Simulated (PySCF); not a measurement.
# `[SiH3]C=C=C[SiH3]`, C₃H₈Si₂

Molfile (atoms numbered from 1):
```
C3H8Si2
     RDKit          3D

 13 12  0  0  0  0  0  0  0  0999 V2000
    2.5923    0.1379    0.5548 Si  0  0  0  0  0  4  0  0  0  0  0  0
    1.3285    0.0513   -0.8060 C   0  0  0  0  0  0  0  0  0  0  0  0
    0.1436   -0.4431   -0.5919 C   0  0  0  0  0  0  0  0  0  0  0  0
   -1.0433   -0.9059   -0.3250 C   0  0  0  0  0  0  0  0  0  0  0  0
   -2.3918    0.2170    0.2904 Si  0  0  0  0  0  4  0  0  0  0  0  0
    3.7998   -0.6543    0.1981 H   0  0  0  0  0  0  0  0  0  0  0  0
    3.0209    1.5461    0.7693 H   0  0  0  0  0  0  0  0  0  0  0  0
    1.9918   -0.3995    1.8005 H   0  0  0  0  0  0  0  0  0  0  0  0
    1.5662    0.4258   -1.8002 H   0  0  0  0  0  0  0  0  0  0  0  0
   -1.2329   -1.9689   -0.4634 H   0  0  0  0  0  0  0  0  0  0  0  0
   -3.5475    0.2086   -0.6461 H   0  0  0  0  0  0  0  0  0  0  0  0
   -1.8527    1.5943    0.4065 H   0  0  0  0  0  0  0  0  0  0  0  0
   -2.8801   -0.2446    1.6175 H   0  0  0  0  0  0  0  0  0  0  0  0
  1  2  1  0
  2  3  2  0
  3  4  2  0
  4  5  1  0
  1  6  1  0
  1  7  1  0
  1  8  1  0
  2  9  1  0
  4 10  1  0
  5 11  1  0
  5 12  1  0
  5 13  1  0
M  END
```

Method: quadratic response CAM-B3LYP/def2-TZVPD first hyperpolarisability, Taylor convention, gas phase in PySCF 2.14.0. Geometry: PBE0-D3(BJ)/def2-TZVP.

(1) Give the tensor of the second harmonic β(−2ω;ω,ω) at 1907 nm in the axes of these coordinates.

Answers

(1) In au, Taylor convention; rows are the first index (the induced dipole):
```csv
,xx,yy,zz,xy,xz,yz
x,+5.8,+9.5,-11.3,-27.4,-43.3,+3.8
y,-27.0,-25.6,-4.4,+9.3,+3.5,-11.7
z,-42.7,-11.8,-38.9,+3.8,-11.1,-4.3
```
Norm of βᵢ = ⅓ Σⱼ (βᵢⱼⱼ + βⱼᵢⱼ + βⱼⱼᵢ): 109.9 au, hyper-Rayleigh value 44.5 au.
